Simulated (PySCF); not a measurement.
AlBr3, SMILES [Br][Al]([Br])[Br].

Coordinates come from a B3LYP-D3(BJ)/def2-SVP optimisation. The isomer is the one that the SMILES or the coordinates give; other isomers of the formula were not compared.

Calculation: ωB97X/def2-TZVP in PySCF.

Symmetry labels are those of the subgroup C2v that the program uses (full group D3h).

Computed valence orbital energies around the gap with their symmetry:
```
orbital  symmetry  energy (eV)
-------  --------  -----------
HOMO−7         A1       -13.01
HOMO−6         B1       -13.01
HOMO−5         B2       -12.14
HOMO−4         B1       -11.58
HOMO−3         A1       -11.58
HOMO−2         B2       -11.43
HOMO−1         A2       -11.43
HOMO           B1       -10.96
LUMO           A1         0.36
LUMO+1         B2         0.43
LUMO+2         B1         3.22
LUMO+3         A1         3.22
```
